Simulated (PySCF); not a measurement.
**XPS shifts beside NMR shieldings**

Compound: C3H7BS.
Atom-mapped SMILES: `[BH2:1]/[CH:2]=[CH:3]/[S:4][CH3:5]`

Geometry (PBE0-D3(BJ)/def2-SVP, Å), atoms numbered from 1 in this order:
```xyz
12
C3H7BS angstrom
B      2.5379    0.6508    0.1792
C      1.4194   -0.3527   -0.0717
C      0.1255    0.0541    0.0178
S     -1.2521   -0.9555   -0.2331
C     -2.6074    0.2075    0.0343
H      2.2501    1.7980    0.4520
H      3.7046    0.3355    0.1145
H      1.6130   -1.4028   -0.3233
H     -0.0961    1.0999    0.2678
H     -2.5851    0.6133    1.0552
H     -3.5373   -0.3610   -0.1009
H     -2.5801    1.0233   -0.7013
```

Binding energies: delta-SCF UKS SCAN, pcX-2 on the ionised atom, pcseg-1 elsewhere, spin-free X2C in PySCF. Shieldings: GIAO CAM-B3LYP/pcSseg-2, non-relativistic, same geometry.

```tsv
atom	isotropic shielding (ppm)
C2	36.9
C3	-15.2
C5	162.4
```

**Question.** What are the C 1s binding energies of these atoms?

**Answer.** 
```
atom       environment  C 1s (eV)  isotropic shielding (ppm)
  C2  alkene CH carbon     289.55                       36.9
  C3  alkene CH carbon     291.41                      -15.2
  C5   S-methyl carbon     291.79                      162.4
```

**Question.** Among the listed atoms, is the one with the highest binding energy also the least shielded?

**Answer.** No. The highest binding energy is at C5 (291.79 eV, shielding 162.4 ppm), the lowest shielding at C3 (-15.2 ppm, 291.41 eV).

By binding energy: C2 < C3 < C5. By shielding: C3 < C2 < C5.

Spin contamination (⟨S²⟩ against 0.75 for a pure doublet) is marked for C 1s of C3 (0.90), which makes this value less certain. Isolated species at its PBE0-D3(BJ)/def2-SVP geometry (one conformer only).
